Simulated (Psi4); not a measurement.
C2H5 (SMILES [CH2]C), doublet, at a GFN2-xTB geometry; Psi4 1.11 with R2SCAN/def2-SV(P).

Input for Psi4:
```
memory 2 GB

molecule {
0 2
  C    -0.02614715   -0.68564880   -0.01471818
  C     0.00914777    0.78429993    0.01653914
  H     0.98817534   -1.11000404   -0.01568722
  H    -0.53087951   -1.08690884    0.86435588
  H    -0.52155198   -1.05009079   -0.91400379
  H     0.10921562    1.30609826    0.94783358
  H     0.05703688    1.34899869   -0.89342413
}

set basis def2-sv(p)
set reference uks

energy('r2scan')
print_variables()
```

The log (banner, timings and long lists left out):

```
   => Loading Basis Set <=

    Name: DEF2-SV(P)
    Role: ORBITAL
    Keyword: BASIS

         ---------------------------------------------------------
                                   SCF
               by Justin Turney, Rob Parrish, Andy Simmonett
                          and Daniel G. A. Smith
                              UKS Reference
         ---------------------------------------------------------

  ==> Geometry <==

    Molecular point group: c1
    Full point group: C1

    Geometry (in Angstrom), charge = 0, multiplicity = 2:

       Center              X                  Y                   Z               Mass
    ------------   -----------------  -----------------  -----------------  -----------------
         C           -0.022662262466    -0.705872382755    -0.015091481404    12.000000000000
         C            0.012632657534     0.764076347245     0.016165838596    12.000000000000
         H            0.991660227534    -1.130227622755    -0.016060521404     1.007825032230
         H           -0.527394622466    -1.107132422755     0.863982578596     1.007825032230
         H           -0.518067092466    -1.070314372755    -0.914377091404     1.007825032230
         H            0.112700507534     1.285874677245     0.947460278596     1.007825032230
         H            0.060521767534     1.328775107245    -0.893797431404     1.007825032230

  Running in c1 symmetry.

  Rotational constants: A =      3.47318  B =      0.77756  C =      0.71928 [cm^-1]
  Rotational constants: A = 104123.31769  B =  23310.63539  C =  21563.45390 [MHz]
  Nuclear repulsion =   37.277180137900373

  Charge       = 0
  Multiplicity = 2
  Electrons    = 17
  Nalpha       = 9
  Nbeta        = 8

  ==> Algorithm <==

  SCF Algorithm Type is DF.
  DIIS enabled.
  MOM disabled.
  Fractional occupation disabled.
  Guess Type is SAD.
  Energy threshold   = 1.00e-06
  Density threshold  = 1.00e-06
  Integral threshold = 1.00e-12

  ==> Primary Basis <==

  Basis Set: DEF2-SV(P)
    Blend: DEF2-SV(P)
    Number of shells: 22
    Number of basis functions: 38
    Number of Cartesian functions: 40
    Spherical Harmonics?: true
    Max angular momentum: 2

  ==> DFT Potential <==

   => LibXC <=

    Version 7.1.2
    S. Lehtola, C. Steigemann, M. J. T. Oliveira, and M. A. L. Marques,  SoftwareX 7, 1–5 (2018) (10.1016/j.softx.2017.11.002)

   => Composite Functional: R2SCAN <=

    r2SCAN Meta-GGA XC Functional  (0.1021/acs.jpclett.0c02405)
    J. W. Furness, A. D. Kaplan, J. Ning, J. P. Perdew, J. Sun  J. Phys. Chem. Lett.  11, 8208–8215, 2020

    Deriv               =              1
    GGA                 =           TRUE
    Meta                =           TRUE

    Exchange Hybrid     =          FALSE
    MP2 Hybrid          =          FALSE

   => Exchange Functionals <=

    1.0000   XC_MGGA_X_R2SCAN

   => Correlation Functionals <=

    1.0000   XC_MGGA_C_R2SCAN

   => LibXC Density Thresholds  <==

    XC_MGGA_C_R2SCAN:  1.00E-15
    XC_MGGA_X_R2SCAN:  1.00E-11

   => Molecular Quadrature <=

    Radial Scheme          =       TREUTLER
    Pruning Scheme         =           NONE
    Nuclear Scheme         =       TREUTLER

    Blocking Scheme        =         OCTREE
    BS radius alpha        =              1
    Pruning alpha          =              1
    Radial Points          =             75
    Spherical Points       =            302
    Total Points           =         151772
    Total Blocks           =           1207
    Max Points             =            256
    Max Functions          =             38
    Weights Tolerance      =       1.00E-15

   => Loading Basis Set <=

    Name: (DEF2-SV(P) AUX)
    Role: JKFIT
    Keyword: DF_BASIS_SCF

  ==> Integral Setup <==

  SCF_SUBTYPE=INCORE selected. In-core MEM_DF algorithm will be used.
  Using in-core AOs.

  ==> MemDFJK: Density-Fitted J/K Matrices <==

    J tasked:                   Yes
    K tasked:                    No
    wK tasked:                   No
    Algorithm:                 Core
    Schwarz Cutoff:           1E-12
    Mask sparsity (%):       0.0000
    Fitting Condition:        1E-10

   => Auxiliary Basis Set <=

  Basis Set: (DEF2-SV(P) AUX)
    Blend: DEF2-UNIVERSAL-JKFIT
    Number of shells: 80
    Number of basis functions: 240
    Number of Cartesian functions: 278
    Spherical Harmonics?: true
    Max angular momentum: 4

  Minimum eigenvalue in the overlap matrix is 5.4164535283E-03.
  Reciprocal condition number of the overlap matrix is 1.0086664119E-03.
    Using symmetric orthogonalization.

  ==> Pre-Iterations <==

  SCF Guess: Superposition of Atomic Densities via on-the-fly atomic UHF (no occupation information).

   -------------------------
    Irrep   Nso     Nmo
   -------------------------
     A         38      38
   -------------------------
    Total      38      38
   -------------------------

  ==> Iterations <==

                           Total Energy        Delta E     RMS |[F,P]|

   @DF-UKS iter SAD:   -78.55968463784593   -7.85597e+01   0.00000e+00
   @DF-UKS iter   1:   -78.77219999033227   -2.12515e-01   1.77326e-02 ADIIS/DIIS
   @DF-UKS iter   2:   -78.66412035994234    1.08080e-01   2.07961e-02 ADIIS/DIIS
   @DF-UKS iter   3:   -79.02884309379903   -3.64723e-01   5.55974e-04 ADIIS/DIIS
   @DF-UKS iter   4:   -79.02911936259774   -2.76269e-04   2.04908e-04 ADIIS/DIIS
   @DF-UKS iter   5:   -79.02915123732404   -3.18747e-05   1.05021e-04 ADIIS/DIIS
   @DF-UKS iter   6:   -79.02916036891973   -9.13160e-06   3.85041e-05 DIIS
   @DF-UKS iter   7:   -79.02916207252218   -1.70360e-06   6.55259e-06 DIIS
   @DF-UKS iter   8:   -79.02916215592023   -8.33980e-08   1.53770e-06 DIIS
   @DF-UKS iter   9:   -79.02916215851580   -2.59557e-09   4.18047e-07 DIIS
  Energy and wave function converged.

  ==> Post-Iterations <==

   Electrons on quadrature grid:
      Nalpha   =    9.0000014758 ; deviation = 1.476e-06
      Nbeta    =    8.0000016496 ; deviation = 1.650e-06
      Ntotal   =   17.0000031254 ; deviation = 3.125e-06

   @Spin Contamination Metric:   6.304193027E-03
   @S^2 Expected:                7.500000000E-01
   @S^2 Observed:                7.563041930E-01
   @S   Expected:                5.000000000E-01
   @S   Observed:                5.000000000E-01

    Orbital Energies [Eh]
    ---------------------

    Alpha Occupied:

       1A    -10.041700     2A    -10.032478     3A     -0.719103
       4A     -0.569140     5A     -0.422866     6A     -0.384429
       7A     -0.360720     8A     -0.326511     9A     -0.180054

    Alpha Virtual:

      10A      0.088373    11A      0.118973    12A      0.124934
      13A      0.150700    14A      0.202271    15A      0.246354
      16A      0.429596    17A      0.431358    18A      0.467890
      19A      0.483606    20A      0.514323    21A      0.645903
      22A      0.684252    23A      0.697147    24A      0.720442
      25A      0.742830    26A      0.745546    27A      0.755043
      28A      0.895906    29A      1.430108    30A      1.628572
      31A      1.721832    32A      1.889451    33A      1.950031
      34A      2.095046    35A      2.128349    36A      2.275668
      37A      2.410058    38A      2.590825

    Beta Occupied:

       1A    -10.033707     2A    -10.024207     3A     -0.700526
       4A     -0.541664     5A     -0.416912     6A     -0.369268
       7A     -0.353088     8A     -0.321948

    Beta Virtual:

       9A     -0.045071    10A      0.097886    11A      0.129572
      12A      0.141783    13A      0.165015    14A      0.213065
      15A      0.256444    16A      0.434010    17A      0.440852
      18A      0.497992    19A      0.522420    20A      0.605639
      21A      0.673618    22A      0.690212    23A      0.711029
      24A      0.734113    25A      0.753249    26A      0.764903
      27A      0.769261    28A      0.907699    29A      1.460797
      30A      1.693806    31A      1.725998    32A      1.928963
      33A      1.980248    34A      2.101764    35A      2.177603
      36A      2.306262    37A      2.412335    38A      2.598492

    Final Occupation by Irrep:
              A
    DOCC [     8 ]
    SOCC [     1 ]
    NA   [     9 ]
    NB   [     8 ]

  @DF-UKS Final Energy:   -79.02916215851580

   => Energetics <=

    Nuclear Repulsion Energy =             37.2771801379003733
    One-Electron Energy =                -178.5405751236290257
    Two-Electron Energy =                  74.8642769332583953
    DFT Exchange-Correlation Energy =     -12.6300441060455313
    Empirical Dispersion Energy =           0.0000000000000000
    VV10 Nonlocal Energy =                  0.0000000000000000
    Total Energy =                        -79.0291621585158026

  UHF NO Occupations:
  HONO-2 :    7  A 1.9996089
  HONO-1 :    8  A 1.9978291
  HONO-0 :    9  A 1.0000000
  LUNO+0 :   10  A 0.0021709
  LUNO+1 :   11  A 0.0003911
  LUNO+2 :   12  A 0.0003050
  LUNO+3 :   13  A 0.0002437

Computation Completed

Properties will be evaluated at   0.000000,   0.000000,   0.000000 [a0]

Properties computed using the SCF density matrix

 Multipole Moments:

 ------------------------------------------------------------------------------------
     Multipole            Electronic (a.u.)      Nuclear  (a.u.)        Total (a.u.)
 ------------------------------------------------------------------------------------

 L = 1.  Multiply by 2.5417464519 to convert [e a0] to [Debye]
 Dipole X            :         -0.0639539            0.1119533            0.0479995
 Dipole Y            :          0.5478313           -0.6496894           -0.1018582
 Dipole Z            :          0.0099224           -0.0119923           -0.0020699
 Magnitude           :                                                    0.1126203

 ------------------------------------------------------------------------------------

  Variable Map:
  ----------------------------------------------------------------------------
  "CURRENT ENERGY"              =>     -79.029162158516
  "CURRENT REFERENCE ENERGY"    =>     -79.029162158516
  "DD SOLVATION ENERGY"         =>       0.000000000000
  "DFT FUNCTIONAL TOTAL ENERGY" =>     -79.029162158516
  "DFT TOTAL ENERGY"            =>     -79.029162158516
  "DFT VV10 ENERGY"             =>       0.000000000000
  "DFT XC ENERGY"               =>     -12.630044106046
  "GRID ELECTRONS ALPHA"        =>       9.000001475804
  "GRID ELECTRONS BETA"         =>       8.000001649636
  "GRID ELECTRONS TOTAL"        =>      17.000003125440
  "NUCLEAR REPULSION ENERGY"    =>      37.277180137900
  "ONE-ELECTRON ENERGY"         =>    -178.540575123629
  "PCM POLARIZATION ENERGY"     =>       0.000000000000
  "PE ENERGY"                   =>       0.000000000000
  "SCF ITERATION ENERGY"        =>     -79.029162158516
  "SCF ITERATIONS"              =>       9.000000000000
  "SCF TOTAL ENERGY"            =>     -79.029162158516
  "TWO-ELECTRON ENERGY"         =>      74.864276933258
  "XC GRID RADIAL POINTS"       =>      75.000000000000
  "XC GRID SPHERICAL POINTS"    =>     302.000000000000
  "XC GRID TOTAL POINTS"        =>  151772.000000000000

  Array Variable Map:
  ----------------------------------------------------------------------------
  "CURRENT DIPOLE"              =>       0.047999458656 ... -0.002069881716 1 by 3
  "SCF DIPOLE"                  =>       0.047999458656 ... -0.002069881716 1 by 3
  "SCF TOTAL ENERGIES"          =>     -78.559684637846 ... -79.029162158516 1 by 10
```
